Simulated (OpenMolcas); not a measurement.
**What dynamic correlation does to the levels of Fe**

```yaml
Program: OpenMolcas 26.06
Basis: ANO-R1 [5s4p2d1f]
Scalar_Hamiltonian: X2C, finite nucleus
Active_space: 6 electrons in 5 orbitals (3d)
State_averaging: 2S+1 = 5 even, 5 roots; 2S+1 = 3 even, 45 roots; 2S+1 = 1 even, 50 roots (35 in the spin-orbit step)
Spin-orbit_coupling: state interaction with AMFI integrals over the reference wave functions, term energies averaged over their components
```

Methods on the same reference wave functions:
A. CASSCF
B. SS-CASPT2, IPEA 0.25 Eh, imaginary shift 0.1 Eh (closed shells correlated: 3s 3p 4s)
C. MS-CASPT2, IPEA 0.25 Eh, imaginary shift 0.1 Eh (closed shells correlated: 3s 3p 4s)

Energies in eV above 3d6 4s2 5D4, the measured ground level; measured values from NIST Handbook of Basic Atomic Spectroscopic Data.

```
         Level       A       B       C  Measured
   3d6 4s2 5D4  0.0000  0.0000  0.0000    0.0000
   3d6 4s2 5D3  0.0527  0.0530  0.0530    0.0516
   3d6 4s2 5D2  0.0903  0.0902  0.0902    0.0873
   3d6 4s2 5D1  0.1146  0.1141  0.1141    0.1101
   3d6 4s2 5D0  0.1266  0.1258  0.1258    0.1213
   3d6 4s2 3H6  2.7148   2.528   2.528    2.4041
   3d6 4s2 3H5  2.7426   2.554   2.554    2.4327
   3d6 4s2 3H4  2.7638   2.572   2.572    2.4534
3d6 4s2 3P2(1)  2.9721   2.293   2.293    2.2786
3d6 4s2 3F4(1)  3.1103   2.636   2.634    2.5592
3d6 4s2 3P1(1)  3.1256   2.447   2.447    2.4242
3d6 4s2 3F3(1)  3.1390   2.661   2.660    2.5881
3d6 4s2 3F2(1)  3.1603   2.678   2.679    2.6085
3d6 4s2 3P0(1)  3.1915   2.513   2.513    2.4844
   3d6 4s2 3G5  3.4306   3.100   3.100    2.9488
   3d6 4s2 3G4  3.4793   3.145   3.145    2.9904
   3d6 4s2 3G3  3.5016   3.166   3.167    3.0176
   3d6 4s2 1I6  4.0849   3.843   3.843    3.6343
   3d6 4s2 1G4  4.3069   3.881   3.881    3.6946
   3d6 4s2 3D1  4.4419   3.866   3.866    3.6352
   3d6 4s2 3D2  4.4460   3.867   3.867    3.6398
   3d6 4s2 3D3  4.4601   3.884   3.884    3.6416
   3d6 4s2 1S0  5.0072   4.285   4.285          
   3d6 4s2 1D2  5.3664   4.486   4.486    4.2944
```

Deviations, from unrounded energies. A percentage is the sum of absolute deviations over the sum of measured energies, with the sign that they share, or ± where signs differ.

```tsv
Against measurement	Levels	A	B	C
mean absolute deviation (cm-1)	22	3900	880	880
fine structure of the ground term (%)	4	+3.8	+3.5	+3.5
other terms of the ground configuration (%)	18	+19.9	+4.4	+4.4
```

B, C lie about equally close to measurement and A furthest from it. The largest miss of C in the table is 3d6 4s2 3D3, by +2000 cm-1. The ranking rests on the paired levels alone, and a cruder setting can come out closer through cancelling errors.

Between B and C the level of the table that moves most is 3d6 4s2 3F4(1), by 14 cm-1 (lowest in C, highest in B). Moves below CASPT2's spread within the term are not significant.

The two smallest mean deviations differ by little beside CASPT2's spread within terms, so their order carries little weight.

From A to B the spin-free energies of the other terms of 3d6 4s2 shown, above 5D, scale by factors of 0.77 to 0.94, as is usual when dynamic correlation screens the repulsion within a d or f shell.

The lowest spin-free term lies below A's lowest term by 0.413 hartree in B, 0.413 hartree in C.

Term energies are means over components that CASPT2 splits; among the terms shown or strongly mixed into the levels shown the widest spread is 1500 cm-1 (3d6 4s2 1I, C). Some high roots are left out of the spin-orbit mixing, which shifts the levels that they would mix with. With the s shell closed, the reference lacks s² → p², s² → d² and s → d mixing, so excited terms can stand far too high and out of order, with CASPT2 too. The CASPT2 spread within a term exceeds the gap to the next term for 3d6 4s2 1G and 3d6 4s2 3D, so the order of their levels is uncertain (figures for B; the like holds for C). Without dynamic correlation excited terms often stand tens of per cent too high (terms of higher spin than the ground term too low), and those without a measured partner can miss by more than the paired ones (holds for A). Some levels mix across a computed gap that differs much from the measured one, so their mixing is not that of the real levels (holds for B; C). Computed and measured levels are paired by configuration, term and J; levels that our copy of the source lacks, or whose pairing is in doubt (as where it misses far off the trend of its configuration), stay unpaired and out of the deviations. Only configurations of the active space appear. The table leaves out levels that lie high or whose names do not pair safely across all columns.

A number in round brackets counts repeated terms of one configuration in the order of the reference energies.
